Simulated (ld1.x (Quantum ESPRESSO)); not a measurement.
Wu–Cohen TM semilocal dataset for tungsten (W), scalar-relativistic all-electron reference.

- Element: W
- Generator: ld1.x (Quantum ESPRESSO) 7.5
- Type: norm-conserving Troullier–Martins (semilocal form)
- Functional: Wu–Cohen
- Relativity: scalar-relativistic
- Frozen core: [Kr] 4d10
- Valence charge: 28
- Reference configuration: 4f14 5s2 5p6 5d4 6s0 6p0 (charge +2)
- Partial waves: 5s (bound): rc 1.45 bohr; 5p (bound): rc 1.80 bohr; 5d (bound): rc 2.15 bohr; 4f (bound): rc 1.00 bohr
- Local potential: the f channel
- Core correction: none

All-electron outer shells of the reference configuration (Wu–Cohen, scalar-relativistic, ld1.x):

```csv
shell,level (eV),outermost node (bohr),outermost maximum (bohr)
4p,-439.63,0.24,0.44
4d,-254.45,0.22,0.45
5s,-95.18,0.53,0.96
5p,-59.32,0.57,1.09
4f,-49.31,–,0.43
5d,-19.91,0.63,1.47
6s,-19.23,1.27,2.45
6p,-12.84,1.51,3.11
```

Task: Does the generator finish with these settings?

Result: Yes, a potential is produced.

Task: Tests: 4f14 5s2 5p6 5d4 6s2 6p0; 4f14 5s2 5p6 5d4 6s1 6p0; 4f14 5s2 5p6 5d3 6s0 6p0; 4f14 5s2 5p6 5d4 6s1 6p1; 4f14 5s2 5p6 5d4 6s0 6p2; 4f14 5s2 5p6 5d4 6s0 6p1; 4f14 5s2 5p6 5d5 6s0 6p0. Which has the largest error in its energy relative to the reference configuration, and how large is it?

Result: 4f14 5s2 5p6 5d4 6s2 6p0, with +1160 meV (all-electron minus pseudo) on -24.64 eV.

A Bessel basis up to 400 Ry misses an occupied level by 0.05 Ry, so cutoffs and ghosts were not judged.
